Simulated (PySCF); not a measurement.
C2H10AlNO.
Geometry (PBE0-D3(BJ)/def2-SVP, Å), atoms numbered from 1 in this order:
```
atom  x, y, z in Å
C1     2.2885   -0.3123   -0.7111
C2     1.4040   -0.5807    0.4946
O3     0.0575   -0.3892    0.2301
Al4   -0.9499    0.9882   -0.1210
N5    -2.6576   -0.0775    0.2522
H6     2.1936    0.7345   -1.0443
H7     3.3493   -0.4999   -0.4801
H8     1.9969   -0.9580   -1.5540
H9     1.7436    0.0562    1.3394
H10    1.5617   -1.6262    0.8259
H11   -1.0145    2.1364    1.0009
H12   -1.1649    1.3985   -1.6570
H13   -2.8430   -0.7324   -0.5087
H14   -2.4760   -0.6341    1.0896
H15   -3.5012    0.4749    0.4070
```

Method: PySCF, PBE0-D3(BJ)/def2-SVP geometry optimisation, gas phase.

Question: Which atoms are bound to Al4, and at what distances?

Answer: 4 atoms: H12 1.604 Å, H11 1.607 Å, O3 1.742 Å, N5 2.047 Å. The nearest atom not counted as bound is H14, at 2.53 Å.

Question: List the angles at Al4.

Answer: 
```json
{"angle": "H11–Al4–H12", "degrees": "118.7", "distance of the outer atoms (Å)": "2.76"}
{"angle": "O3–Al4–H12", "degrees": "118.2", "distance of the outer atoms (Å)": "2.87"}
{"angle": "O3–Al4–H11", "degrees": "116.6", "distance of the outer atoms (Å)": "2.85"}
{"angle": "N5–Al4–H11", "degrees": "102.2", "distance of the outer atoms (Å)": "2.86"}
{"angle": "N5–Al4–H12", "degrees": "101.3", "distance of the outer atoms (Å)": "2.84"}
{"angle": "O3–Al4–N5", "degrees": "92.0", "distance of the outer atoms (Å)": "2.73"}
```

Question: Describe the arrangement about Al4 in numbers.

Answer: Angles from 92.0° to 118.7°; τ4 = (360° − α − β)/141° = 0.87 with α and β the two widest (0 for a square, 1 for a tetrahedron).

Question: What are the other bond lengths?

Answer: C1–C2 1.519 Å; C2–O3 1.386 Å; C1–H6, C1–H7, C1–H8 1.102 Å; C2–H9, C2–H10 1.110 Å; N5–H13, N5–H14, N5–H15 1.021 Å.

Question: Give some angles away from the centre.

Answer: C1–C2–O3 112.9°, C2–O3–Al4 135.2°.

Question: What are the rotational constants (commonest isotopes, rigid rotor)?

Answer: A = 8845, B = 1757, C = 1611 MHz: a near-prolate asymmetric top.

Point group: C1 (no symmetry element, even within 0.4 Å). Charge 0, singlet. No frequency check.

One conformer stands for the species.
